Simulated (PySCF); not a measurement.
Compound: C6H9S2 (doublet state).
Structure used (GFN2-xTB), in Å, numbered top down from 1:
```
atom  x, y, z in Å
C1     2.4300    0.0793   -0.0448
S2     1.2224   -0.5528    1.1454
C3    -0.4368    0.1748    0.4800
C4    -0.3392    1.6792    0.4407
C5    -1.5236   -0.5554    1.1337
C6    -1.6581   -1.5401    0.0205
C7    -0.6709   -0.6802   -0.7347
S8    -0.1539   -0.6323   -2.2602
H9     2.0624   -0.0949   -1.0538
H10    3.3383   -0.4923    0.1184
H11    2.6158    1.1350    0.1293
H12    0.3601    1.9899   -0.3320
H13   -1.3170    2.0981    0.2095
H14   -0.0101    2.0621    1.4040
H15   -1.9599   -0.4885    2.1071
H16   -1.3263   -2.5622    0.2301
H17   -2.6403   -1.6077   -0.4568
```

The hyperfine couplings belong to this conformer and change with its torsions.

Identity: `CS[C@]1(C)[CH]CC1=S` [radical].

Computed with UKS B3LYP, pcH-1 on C H S, non-relativistic, mean-field spin-orbit, GIAO in PySCF 2.14.0. The structure is a single GFN2-xTB conformer in the gas phase; no vibrational or solvent corrections. Couplings are sensitive to structure, and on GFN2-xTB geometries they can be far from those on DFT ones. Stability of the SCF solution: not tested.

Predict the first-order ENDOR lines of H16, H17, H15, H9/H10/H11 and H12/H13/H14 under fast tumbling at B = 344.4 mT (X band).

ν± = |νn ± a/2|, one line for each electron-spin manifold; νn = |g_N| × 7.62259 MHz/T × B.

```json
{"nuclei": "H16", "isotope": "1H", "g_N": "5.5857", "νn (MHz)": "14.66", "a_iso (MHz)": "106.48", "lower line (MHz)": "38.58", "upper line (MHz)": "67.90"}
{"nuclei": "H17", "isotope": "1H", "g_N": "5.5857", "νn (MHz)": "14.66", "a_iso (MHz)": "99.80", "lower line (MHz)": "35.23", "upper line (MHz)": "64.56"}
{"nuclei": "H15", "isotope": "1H", "g_N": "5.5857", "νn (MHz)": "14.66", "a_iso (MHz)": "-58.87", "lower line (MHz)": "14.77", "upper line (MHz)": "44.10"}
{"nuclei": "H9/H10/H11", "isotope": "1H", "g_N": "5.5857", "νn (MHz)": "14.66", "a_iso (MHz)": "5.88", "lower line (MHz)": "11.72", "upper line (MHz)": "17.60"}
{"nuclei": "H12/H13/H14", "isotope": "1H", "g_N": "5.5857", "νn (MHz)": "14.66", "a_iso (MHz)": "-1.16", "lower line (MHz)": "14.08", "upper line (MHz)": "15.24"}
```

Which pairs are centred on the nuclear Larmor frequency, and which on half the coupling?

Centred on νn, since |a| < 2νn: H9/H10/H11 and H12/H13/H14. Centred on |a|/2 and split by 2νn: H16, H17 and H15.

At what field would the lower line of H15 fall to zero frequency?

Where νn = |a|/2, that is B = 29.44 MHz/(5.5857 × 7.62259 MHz/T) = 691 mT, as far as first order holds there.

Nuclei that the bonding pattern makes equivalent are averaged, as if the motion that swaps them (rotation, inversion, ring flip) were fast. The three 1H nuclei of mean +5.9 MHz run from -1.1 to 14.9 MHz in the frozen geometry. The three 1H nuclei of mean -1.2 MHz run from -3.6 to 2.9 MHz in the frozen geometry.

The largest Mulliken spin populations are on C5 (+0.97), S2 (+0.11), C3 (-0.08) and C6 (-0.08). No atom but C5 exceeds +0.15. The angles at C5 add up to 359.5°, so it is planar; its axial dipolar tensor and the negative coupling of its proton fit spin in a p orbital normal to that plane.
